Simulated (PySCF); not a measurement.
# Excitation energy of Tc⁺ by level of theory

Tc⁺ [Kr] 4d5 5s1 (7S) → Tc⁺ [Kr] 4d4 5s2 (5D), as a difference of total energies. Computed with PySCF 2.14 in x2c-QZVPPall (13s8p7d4f2g, 118 functions), with the spin-free X2C one-electron Hamiltonian (Gaussian nucleus). Correlated levels: valence: [Kr] frozen; valence and next inner shell: [Ar] 3d10 frozen. The calculations carry no spin-orbit coupling.

| method | excitation energy (eV) |
| --- | --- |
| UHF | 6.358 |
| LDA | 5.670 |
| PBE | 5.927 |
| PBE0 | 6.059 |
| r2SCAN | 6.481 |
| MP2 (valence) | 5.806 |
| SCS-MP2 (valence) | 5.020 |
| MP2 (valence and next inner shell) | 5.784 |
| SCS-MP2 (valence and next inner shell) | 5.230 |

**Question.** How much does correlation contribute at MP2 (valence and next inner shell)?

**Answer.** 5.784 − (6.358) = -0.574 eV, measured against UHF.

A first-order spin-orbit estimate (lowest level to lowest level, LS coupling) adds -0.186 eV.
